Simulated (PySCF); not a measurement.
Si(H)2(NCO)(OMe) (C₂H₅NO₂Si), SMILES O([SiH2]N=C=O)C.

The structure is a stationary point at B3LYP-D3(BJ)/def2-SVP. Other conformers were not sampled.

Method: HF/def2-TZVP in PySCF.

The molecule is in vacuum.

```yaml
total_energy: -571.97284 hartree
point_group: Cs
highest_occupied_level: -11.87 eV
lowest_empty_level: 3.11 eV
orbital_gap: 14.98 eV
dipole_moment: 3.54 D
quadrupole, principal values (traceless, Buckingham form, about the centre of nuclear charge): -5.35, 1.86, 3.49 D·Å
mean_static_polarisability: 55.5 bohr³ (8.23 Å³)
polarisability_principal_values: 44.0, 46.0, 76.5 bohr³
```
